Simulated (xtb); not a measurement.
C4H6ClF, SMILES CC/C(F)=C/Cl. All values are semi-empirical tight-binding results from xtb (GFN2-xTB unless named), good for trends rather than for accurate numbers. Geometry: GFN2-xTB. The structure was generated by enumeration; whether it is a known compound was not checked. Other conformers were not sampled.

Optimised geometry:

```xyz
12

C      2.5096    -0.2219     1.0638
C      1.5061    -1.1033     0.3162
C      0.3432    -0.2938    -0.1605
F      0.6502     0.5353    -1.1790
C     -0.8840    -0.3187     0.3403
Cl    -2.1748     0.6616    -0.2383
H      2.8522     0.5863     0.4225
H      2.0484     0.2090     1.9490
H      3.3698    -0.8115     1.3691
H      1.9954    -1.5465    -0.5541
H      1.1470    -1.9022     0.9635
H     -1.1429    -0.9742     1.1538
```
Charge 0, spin multiplicity 1.

```
Property                                        Value
--------------------------------------  -------------
orbital gap                                   4.53 eV
dipole moment                                  3.02 D
zero-point energy                       56.3 kcal/mol
G − E(el) at 298.15 K (modified RRHO)   36.3 kcal/mol
static polarisability (D4 model)           63.7 bohr³
solvation energy, GFN2-xTB/ALPB(water)  -3.2 kcal/mol
solvation energy, GFN2-xTB/ALPB(chcl3)  -6.2 kcal/mol
```

Computed atomic charges and the Wiberg bond orders between heavy atoms:
charges (e) C1 -0.10, C2 -0.07, C3 0.16, F4 -0.21, C5 0.01, Cl6 -0.14, H7 0.06, H8 0.04, H9 0.05, H10 0.07, H11 0.05, H12 0.08. Bond orders C1–C2 1.00, C2–C3 1.01, C3–F4 0.97, C3–C5 1.80, C5–Cl6 1.00.
